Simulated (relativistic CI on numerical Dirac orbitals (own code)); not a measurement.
Er2+: 5p photoemission

Computed with this model: Dirac-Coulomb-Breit CI, separate exchange-only KLI orbitals for each configuration, a model potential for QED, multiplet model of photoemission in the sudden approximation, unscaled Slater integrals; configurations [Xe] 4f12 → [Kr] 4d10 4f12 5s2 5p5; 300 K; Lorentzian 0.6 eV and Gaussian 0.5 eV FWHM. Energies are those of the free ion, without screening or charge transfer. The energies are binding energies and can lie tens of eV above those of solids. S is read from ⟨S²⟩ = S(S + 1).

Computed curve for free ion, scaled to 100 at the maximum (points under 2 are left out and the grid is thinned):

```csv
Energy (eV),Intensity
40.6,2.1
40.8,2.5
41.0,2.9
41.2,3.5
41.4,4.3
41.6,5.4
41.8,7.0
42.0,9.6
42.2,13.9
42.4,21.8
42.5,28.0
42.7,47.6
42.9,75.0
43.1,96.9
43.3,96.6
43.5,76.1
43.7,51.8
43.9,34.8
44.1,26.3
44.3,23.3
44.5,22.1
44.7,20.3
44.9,18.4
45.1,18.2
45.3,19.5
45.5,19.4
45.7,16.3
45.9,11.9
46.1,8.2
46.3,6.0
46.4,5.3
46.6,4.6
46.8,4.4
47.0,4.6
47.2,4.5
47.4,4.2
47.6,3.8
47.8,3.7
48.0,4.0
48.2,4.7
48.4,5.9
48.6,8.2
48.8,12.5
49.0,20.2
49.2,30.6
49.4,39.1
49.6,42.1
49.8,43.1
50.0,43.6
50.2,38.4
50.3,33.3
50.5,21.9
50.7,13.4
50.9,8.7
51.1,6.2
51.3,4.8
51.5,4.0
51.7,3.4
51.9,2.7
52.1,2.1
```

The ground state has S = 1.00, and the centroid lies at 45.64 eV.
